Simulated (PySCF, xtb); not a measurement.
CF2I, SMILES F[C](F)I (connectivity only; charge and spin as stated), charge +1, multiplicity 1.

The structure is a stationary point at B3LYP-D3(BJ)/def2-SVP. The multiplicity is an assumed one; other spin states were not compared. The isomer is the one that the SMILES or the coordinates give; other isomers of the formula were not compared. The def2 effective core potentials stand for the cores of I; spin–orbit coupling is left out.

Computed with IEF-PCM-ωB97X/def2-SVP run with PySCF.

The values are the electrostatic part of the solvation free energy, E(continuum) − E(gas) at the gas-phase geometry, in a cavity of scaled van der Waals radii (PySCF's table); cavitation and dispersion terms are not included. In vacuum the orbital gap is 9.52 eV.

| solvent | ε | ΔG(elec) (kcal/mol) | gap (eV) |
|---|---|---|---|
| water | 78.36 | -62.2 | 9.59 |
| dimethylsulfoxide | 46.83 | -61.7 | 9.58 |
| tetrahydrofuran | 7.43 | -54.3 | 9.57 |

For comparison, GFN2-xTB/ALPB(water) (xtb, at the GFN2-xTB geometry, all terms of that model) gives -52.4 kcal/mol.
